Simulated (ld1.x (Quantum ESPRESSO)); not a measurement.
## Ranking TM potentials for carbon (C)

All share these settings but for the change named:

| Item | Value |
| --- | --- |
| Element | carbon |
| Generator | ld1.x (Quantum ESPRESSO) 7.5 |
| Type | norm-conserving Troullier–Martins (Kleinman–Bylander form) |
| Functional | PBE |
| Relativity | scalar-relativistic |
| Frozen core | [He] |
| Valence charge | 4 |
| Reference configuration | 2s2 2p1 (charge +1) |
| Partial waves | 2s (bound): rc 0.85 bohr; 3d channel at -0.2 Ry: rc 1.90 bohr; 2p (bound): rc 2.15 bohr |
| Local potential | the p channel |
| Core correction | none |

Cutoff: the first of the cutoffs (Ry, on a coarse ladder) from which the occupation-weighted sum of valence levels, in a spherical-Bessel basis at the reference potential, stays within 10 and 1 mRy of its value at 400 Ry; the density cutoff is not measured.

The base gives 80 Ry.

Of 8 variants that were run, those that failed, showed a ghost or another fault, or gave nearly equal values are left out.

A variant can come out equal or close to the base.

Rank these variants from softest to hardest (loose cutoff).
A. wave 2s (bound): rc 0.85 bohr becomes 2s (bound): rc 1.08 bohr
B. all radii scaled by about 0.93 (s 0.80, p 2.00, d 1.76 bohr)
C. reference 2s2 2p2
D. type PAW; waves now 2s (bound): rcut 0.75, rcutus 0.85 bohr; 2s channel at -1.5 Ry: rcut 0.75, rcutus 0.85 bohr; 2p (bound): rcut 1.85, rcutus 2.15 bohr; 2p channel at 2.9 Ry: rcut 1.85, rcutus 2.15 bohr; 3d channel at -0.2 Ry: rcut 1.65, rcutus 1.90 bohr; local potential all-electron potential smoothed inside 1.95 bohr (lloc = -1); core correction a·sin(br)/r model core, default radius (ld1.x builds one for every PAW set, though the input has nlcc=.false.); augmentation PSQ, inside the norm-conserving radii

A (35 Ry), D (45 Ry), C (80 Ry), B (100 Ry).
